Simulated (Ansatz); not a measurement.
`[OH][GeH2][SiH2][SiH3]` + `N[SiH](O)F` → `[OH][GeH2][NH][SiH](O)F` + `[SiH3][SiH3]`  (cleavage of the Ge–Si bond)

Computed with Ansatz on PBE0-D4/def2-TZVP structures; ΔE is electronic, products minus reactants. CBS: MP2 limit from def2 TZ/QZ plus the TZ coupled-cluster correction, frozen cores. This one scheme is used for every species. Functionals use def2-TZVPP. B3LYP here is the variant with VWN-RPA as its local correlation; programs differ in this. For Ge outer-core shells are correlated without core-valence functions, which leaves a few kJ/mol of doubt a bond. Scalar relativity is left out up to krypton. Each species was taken in one conformer, which may not be the lowest.

Q: Is it downhill or uphill in electronic energy at CCSD(T)/CBS, and by how much? (Best estimate.)

A: Ansatz gave: Downhill: ΔE = -21.6 kJ/mol.

Q: What do these levels give: PBE-D4, r2SCAN-D4, PBE0-D4, ωB97X-V, PBE, PBE0, B3LYP, HF/def2-TZVPP, MP2/def2-TZVPP, HF/def2-QZVPP, HF/CBS(def2), MP2/CBS(def2)? (Best estimate.)

A: Computed: PBE-D4 -6.1, r2SCAN-D4 -15.4, PBE0-D4 -10.1, ωB97X-V -22.9, PBE -3.8, PBE0 -8.4, B3LYP -15.0, HF/def2-TZVPP -30.2, MP2/def2-TZVPP -29.0, HF/def2-QZVPP -30.3, HF/CBS(def2) -30.3, MP2/CBS(def2) -24.3 kJ/mol.

Largest T1 diagnostic among the species: 0.013.

The D4 term adds −3.7 kJ/mol with B3LYP and −1.7 kJ/mol with PBE0; it sums over pairs of atoms, weighted by their polarisabilities, and B3LYP, whose exchange is more repulsive, gets the larger term. From PBE to PBE0 (25 % exact exchange), in def2-TZVPP and without D4, ΔE moves by −4.6 kJ/mol.
